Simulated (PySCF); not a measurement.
C2H5Te, SMILES C[Te][CH2] (connectivity only; charge and spin as stated), charge +1, multiplicity 1. Atoms are numbered in the order given.

```xyz
8

C     -1.2204     1.3044     0.0000
Te     0.3357     0.1114     0.0000
C     -0.7067    -1.7831     0.0000
H     -1.0655     2.3903     0.0000
H     -2.2504     0.9280     0.0000
H     -0.3965    -2.3255     0.9036
H     -1.7863    -1.5883     0.0000
H     -0.3965    -2.3255    -0.9036
```
Charge +1, spin multiplicity 1.

Geometry optimised at B3LYP-D3(BJ)/def2-SVP. The spin state was assumed, not searched. The isomer is the one that the SMILES or the coordinates give; other isomers of the formula were not compared. The def2 effective core potentials stand for the cores of Te; spin–orbit coupling is left out.

Level of theory: M06-2X/def2-TZVPD in PySCF.

The molecule is in vacuum.

Computed frontier levels, gap, dipole moment and polarisability:
```yaml
highest_occupied_level: -14.71 eV
lowest_empty_level: -8.01 eV
orbital_gap: 6.70 eV
dipole_moment_about_the_centre_of_nuclear_charge: 1.95 D
mean_static_polarisability: 57.9 bohr³ (8.59 Å³)
polarisability_principal_values: 41.1, 56.4, 76.3 bohr³
```
